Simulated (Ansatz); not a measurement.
System: sum formula H$_{7}$Si$_{3}$NOClF, net charge 0, singlet state. SMILES: F[Si](Cl)(N[SiH3])O[SiH3]
Coordinates optimised at B3LYP-D3(BJ)/def2-TZVP (Ansatz, a quantum-chemistry and plane-wave program):
```xyz
14

F      0.0093     1.3581     1.2803
Si     0.0157     0.1710     0.2221
Cl     0.0844     1.1138    -1.6017
N     -1.3581    -0.7968     0.4035
Si    -3.0316    -0.3271     0.3315
O      1.3328    -0.7337     0.4216
Si     2.9313    -0.8843     0.0369
H     -1.1598    -1.7819     0.5143
H     -3.7387    -0.7129     1.5742
H     -3.7204    -0.9734    -0.8097
H     -3.0517     1.1403     0.1681
H      3.6290     0.3981     0.2678
H      3.4923    -1.9355     0.9092
H      3.0609    -1.2797    -1.3814
```

Atomisation energy built up term by term with Ansatz (kcal/mol; UHF references for open shells; valence terms freeze the core; atomic spin-orbit terms are left out). Basis-set limits of correlation are two-point, X^-3; Hartree-Fock from the larger set.

```csv
term,basis,kcal/mol
Hartree-Fock,cc-pV(Q+d)Z,896.90
CCSD correlation,"CBS(cc-pV(T+d)Z,cc-pV(Q+d)Z)",296.30
(T),"CBS(cc-pV(T+d)Z,cc-pV(Q+d)Z)",17.77
core correlation,cc-pwCVTZ,0.96
scalar relativity (X2C),cc-pVTZ-DK against cc-pVTZ,-3.41
sum: De,,1208.5
```

(T) makes 1.5 % of the CCSD(T) atomisation energy; under 5 % is typical of single-reference molecules.
